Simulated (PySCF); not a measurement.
B(CF3)(H)(OH) (CH₂BF₃O), SMILES FC(F)(BO)F.

Coordinates come from a PBE0-D3(BJ)/def2-SVP optimisation. This is a generated structure with no PubChem entry under its InChIKey; it may be hypothetical. The values are those of a single conformer.

The numbers are results of PBE/def2-TZVP (PySCF), not measurements.

- total energy = -438.70894 hartree
- point group = Cs
- highest occupied level = -7.88 eV
- lowest empty level = -2.16 eV
- orbital gap = 5.72 eV
- dipole moment = 1.27 D
- quadrupole, principal values (traceless, Buckingham form, about the centre of nuclear charge) = -4.65, 0.53, 4.11 D·Å
- mean static polarisability = 32.9 bohr³ (4.87 Å³)
- polarisability, principal values = 28.3, 33.5, 36.8 bohr³
